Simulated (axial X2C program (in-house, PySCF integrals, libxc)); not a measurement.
**What spin–orbit coupling does to KTe⁺**

All values were computed with an in-house relativistic program for diatomic molecules. Spin-free means the one-electron spin-free X2C Hamiltonian; two-component (2c) means X2C with spin–orbit coupling and atomic mean-field two-electron Coulomb and Gaunt terms, so the difference of the two also holds small scalar two-electron terms. Basis: Te dyall-cv3z [11s12p8d4f1g], K dyall-cv3z [11s12p6d3f] (cores contracted in-house); Gaussian nuclei, density fitting, unrestricted open shells. Masses: Te 129.906 u, K 38.964 u.

Spin-free state: M_S = 1, Λ = 0 (beyond evenly filled blocks: π+α, π-α); fragments Te + K+.

```json
{"level": "PBE0", "Re (Å)": "3.594", "ωe (cm⁻¹)": "92.4", "De (eV)": "0.453", "μ (D)": "10.83"}
{"level": "HF", "Re (Å)": "3.741", "ωe (cm⁻¹)": "82.1", "De (eV)": "0.366", "μ (D)": "11.76"}
{"level": "MP2", "Re (Å)": "3.608", "ωe (cm⁻¹)": "92.5", "De (eV)": "0.435", "μ (D)": "n/a"}
{"level": "CCSD", "Re (Å)": "3.631", "ωe (cm⁻¹)": "90.7", "De (eV)": "0.440", "μ (D)": "n/a"}
{"level": "CCSD(T)", "Re (Å)": "3.621", "ωe (cm⁻¹)": "91.6", "De (eV)": "0.428", "μ (D)": "n/a"}
{"level": "BHandHLYP", "Re (Å)": "3.619", "ωe (cm⁻¹)": "91.1", "De (eV)": "0.428", "μ (D)": "11.05"}
```

Correlated methods: 14 electrons correlated (number of frozen shells: Te 4 s, 3 p, 2 d; K 2 s, 1 p), 288 virtual spin orbitals or spinors in MP2, 90 natural virtuals in coupled cluster.

Dipoles are positive if K is the positive end and refer to the centre of mass.

Two-component determinant lowest at the distance of the search:

Ω = 1 (⟨Sz⟩ = 0.80, ⟨Lz⟩ = 0.20 at HF); fragments Te + K+.

| level | Re (Å) | ωe (cm⁻¹) | De (eV) | μ (D) |
| --- | --- | --- | --- | --- |
| PBE0 | 3.609 | 87.6 | 0.310 | 10.97 |
| HF | 3.770 | 75.4 | n/a | 11.98 |
| MP2 | 3.625 | 87.6 | 0.249 | n/a |
| CCSD | 3.649 | 84.9 | 0.278 | n/a |
| CCSD(T) | 3.638 | 85.7 | 0.262 | n/a |
| BHandHLYP | 3.648 | 82.1 | 0.285 | 11.31 |

Q: From the two tables, how do the constants change at the CCSD(T) level (2c against spin-free)?

A: At the CCSD(T) level Re goes up by 0.017 Å and ωe drops by 5.9 cm⁻¹; De changes by -0.166 eV.

The state is a single determinant with fixed occupations, the lowest that a limited PBE0 search found. Dissociation energies refer to the lowest single-determinant-based atoms at the same level and basis. De is not given where an atomic determinant may have missed its ground term or J level, or where the truncated virtual space spoils (T). Density functionals use the spin component along the axis (collinear). CCSD and (T) use frozen natural virtuals with an MP2 correction for the truncation; (T) itself is uncorrected, so its De runs slightly low. PBE0 can misorder states that lie within some tenths of an eV, so this need not be the ground state of the molecule. The nearest other spin-free determinant of the search, M_S = 1, Λ = 1, lies 0.44 eV up at the distance of the search. Without a current term, density functionals place determinants with orbital angular momentum somewhat too high. With several unpaired electrons one determinant need not be a pure state. Open-shell Ω = 0 determinants with evenly filled partner blocks cannot be reached by this program, so the Ω shown need not be the lowest component. This is the Ω = 1 component of a π² triplet; the 0⁺ component is not one determinant and can lie lowest. With the outer-core shells frozen, correlated bond lengths of heavy atoms tend to come out a few hundredths of an ångström too long.
